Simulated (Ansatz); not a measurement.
A search over several starts for the lowest SCF solution of GaAs2⁻ at the given spin, in a small basis.

```yaml
crystal:
  periodic: [false, false, false]
  atoms:
    - {symbol: Ga, position_ang: [-0.468751, -1.593357, -0.054415]}
    - {symbol: As, position_ang: [0.697086, 0.626939, 1.000809]}
    - {symbol: As, position_ang: [-0.228335, 0.966419, -0.946394]}
basis:
  gaussian: {orbitals: def2-SVP}
total_charge: -1
hamiltonian: {xc: pbe0, dispersion: d4}
output: {orbitals: {seedname: orbitals}}
```

```sh
$ ansatz run in.yaml --threads 4 --pin off --events-out ev --progress --plain --max-ram 3916MiB
```

Shortened log:

```
Functional definition: PBE0
948 factors; integrals over basis functions are off by at most 5.8e-4 eV
mean field evaluation 1: about -174018.5657 eV, gradient 2.4e1 eV
mean field evaluation 2: about -174017.9833 eV, gradient 2.8e1 eV
mean field evaluation 4: about -174019.3580 eV, gradient 1.0e0 eV
mean field evaluation 8: about -174019.3688 eV, gradient 2.3e-2 eV
mean field evaluation 16: about -174019.3688 eV, gradient 2.0e-5 eV
mean field -174019.36882875 eV, -6395.0938498919 hartree, gradient 6.0e-6 eV, S^2 0.000000; 0 other end points of the search recorded, 0 dependent functions left out
reference -174019.36884838 eV, -6395.0938506132 hartree; 49, 49 occupied and 47, 47 virtual orbitals, 948 factors
Total energy: -174019.48052015 eV, -6395.0979544751 hartree
```

Run time 1.4 s (4 threads of Arm Neoverse V1 on a shared host).

The highest occupied level of the charge -1 singlet lies above zero (up to 0.24 eV). By energy differences its removal costs 1.69 eV (vertical, to the charge 0 doublet, at PBE0-D4/def2-TZVPD). The structure comes from a short search, and lower isomers may exist.
